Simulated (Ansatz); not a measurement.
Two isomers of C3H7NSi: A = `CC([SiH3])=C=N`, B = `CC[SiH2]C#N`.

Program: Ansatz. Geometries: PBE0-D4/def2-TZVP. ΔE: electronic, gas phase. CCSD(T)/CBS is the MP2 limit (def2-TZVPP, def2-QZVPP) plus CCSD(T) − MP2 in def2-TZVPP, frozen cores. DFT in def2-TZVPP. B3LYP here is the variant with VWN-RPA as its local correlation; programs differ in this. One conformer a species, not always the lowest.

Which is lower in electronic energy at CCSD(T)/CBS, and by how much? (Estimate.)

Computed: B, by 139.8 kJ/mol.

Give E(B) − E(A) in kJ/mol with BLYP-D4, B3LYP, CCSD/def2-TZVPP, MP2/def2-TZVPP, CCSD(T)/def2-TZVPP, HF/def2-TZVPP, PBE0-D4. (An estimate is asked.)

Computed: BLYP-D4 -106.7, B3LYP -115.2, CCSD/def2-TZVPP -146.7, MP2/def2-TZVPP -147.6, CCSD(T)/def2-TZVPP -142.4, HF/def2-TZVPP -147.7, PBE0-D4 -108.3. None reverses the order clearly.

Does the order hold for the free energy at 298.15 K (harmonic terms from PBE0-D4)? (Estimate.)

Computed: Yes: G(B) − G(A) = -133.6 kJ/mol, for one conformer each.

Largest T1 diagnostic: 0.014.

Leaving LDA and LC-ωPBE aside and taking each functional with its dispersion term where it has one, the values, not all of them listed here, spread over 32.0 kJ/mol, from B2PLYP to PBE-D4. LDA lies +20.3 kJ/mol from PBE without D4. From r2SCAN to r2SCAN0 (25 % exact exchange), in def2-TZVPP and without D4, E(B) − E(A) moves by −6.5 kJ/mol.
